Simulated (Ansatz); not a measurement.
The first iterations of a band of CH₇BFN (11 atoms, charge 0, multiplicity 1).

Computed with Ansatz 0.2.0, RKS PBE0/6-31G*.

```
movable images  : 5
climbing image  : yes
spring          : 5.0 eV/Å²
optimiser       : quadratic models (default)
start path      : through a guess of the saddle point
force threshold : 0.05 eV/Å
iteration limit : 60
end points      : relaxed
```

First end point:

```xyz
11
Properties=species:S:1:pos:R:3
B 0.110 -0.255 0.082
F 0.404 0.704 1.051
H 1.053 -0.574 -0.624
H -0.941 -0.076 -0.511
N -0.186 -1.623 0.974
H -0.459 -2.371 0.339
C 0.960 -2.029 1.806
H 1.792 -2.266 1.139
H 1.239 -1.172 2.419
H 0.723 -2.891 2.437
H -0.993 -1.430 1.567
```

Last end point:

```xyz
11
Properties=species:S:1:pos:R:3
B 0.279 -0.658 -0.428
F -1.065 -0.223 2.722
H 1.309 -0.047 -0.475
H -0.617 -0.485 -1.203
N 0.101 -1.594 0.596
H -0.738 -2.164 0.596
C 1.095 -2.027 1.568
H 1.410 -3.059 1.377
H 1.969 -1.377 1.487
H 0.695 -1.956 2.583
H -0.733 -0.394 1.858
```

| iteration | highest image above the first end (eV) | largest band force component (eV/Å) |
| --- | --- | --- |
| 1 | 5.735 | 7.891 |
| 2 | 3.480 | 3.613 |
| 3 | 2.439 | 2.489 |
| 4 | 1.611 | 2.070 |
| 5 | 1.395 | 1.171 |
| 6 | 1.368 | 0.581 |

Question: Does the band converge within its limit, and where does its top end?

Answer: The forces met the threshold. It ended after 19 iterations with the highest image 1.550 eV above the first end. Neighbouring images differ by up to 1.3 eV, so the band resolves the path poorly. A vibrational analysis at the climbing image gives one clearly imaginary mode, 487i cm⁻¹: a first-order saddle point. The orbitals stay closed-shell, which can raise the energy where a bond breaks towards radicals; this wasn't checked here.

The run took 3.6 min on 1 thread of Arm Neoverse V2, with other jobs on the host, peak memory 0.17 GiB.
